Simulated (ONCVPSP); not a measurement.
## Varying the ONCV potential for Ti

Base potential:

* Element: Ti
* Generator: ONCVPSP 4.0.1
* Type: optimised norm-conserving Vanderbilt (ONCV)
* Functional: PBE
* Relativity: scalar-relativistic
* Frozen core: [Ar]
* Valence charge: 4
* Reference configuration: 3d2 4s2
* Partial waves: 4s: rc 2.95 bohr, ncon 3, nbas 6, qcut 2.1 1/bohr, 2 projectors, debl 0.8 Ha; p scattering state at 0.2 Ha: rc 2.70 bohr, ncon 3, nbas 6, qcut 2.4 1/bohr, 3 projectors, debl 0.8 Ha; 3d: rc 1.35 bohr, ncon 4, nbas 9, qcut 12.9 1/bohr, 2 projectors, debl 1.8 Ha
* Local potential: polynomial inside 1.10 bohr (lpopt 5, dvloc0 2 Ha)
* Core correction: none

In the p channel the program set the typed energies aside and used 0.050, 0.850, 1.650 Ha.

All-electron outer shells of the reference configuration (PBE, scalar-relativistic, ld1.x):

```csv
shell,level (eV),outermost node (bohr),outermost maximum (bohr)
3p,-38.86,0.37,0.90
4s,-4.47,1.24,2.92
3d,-4.26,–,0.98
```

Cutoffs, loose and tight: the cutoffs (Ha) at which the residual kinetic energy of the hardest occupied pseudo-wave falls to 1 and 0.1 mHa per electron. They do not see the model core or the augmentation charge, which bear on the density cutoff. Test errors are all-electron minus pseudo excitation energies from the reference, over the configurations 3d2 4s1; 3d2 4s0; 3d1 4s0; 3d3 4s0. A dash means not determined; rows that change the core or the reference have their own tests.

A true bound ghost makes a file unfit for plane-wave use even where its test errors are small: the radial tests pick states by their node count and pass the ghost by.

```tsv
change	outcome	cutoff, loose	cutoff, tight	bound ghosts	GHOST(+) flags above zero	largest test error (meV)
base	generated, projector energies reset by the program	52 Ha	62 Ha	s, p	p	+324
s: qcut 1.2	generated, projector energies reset by the program	52 Ha	62 Ha	s, p	p	+151
s: qcut 1.6	generated, projector energies reset by the program	52 Ha	62 Ha	s, p	p	+187
s: qcut 2.6	generated, projector energies reset by the program	52 Ha	62 Ha	s, p	p	+419
s: qcut 2.7	generated, projector energies reset by the program	52 Ha	62 Ha	s, p	p	+433
s: qcut 3.1	generated, projector energies reset by the program	52 Ha	62 Ha	s, p	p	+471
```

(1) What comes out with this change to the base: s: qcut 1.9?

Results:

(1) outcome: generated, projector energies reset by the program; cutoff, loose: 52 Ha; cutoff, tight: 62 Ha; bound ghosts: s, p; GHOST(+) flags above zero: p; largest test error (meV): +268.

Reading the sweep of the qcut of the s channel (base included, trends over the rows without a ghost): Bound ghosts are found at 1.2, 1.6, 1.9, 2.1, 2.6, 2.7, 3.1 1/bohr. Every judged row has one, so this setting neither creates nor removes them.
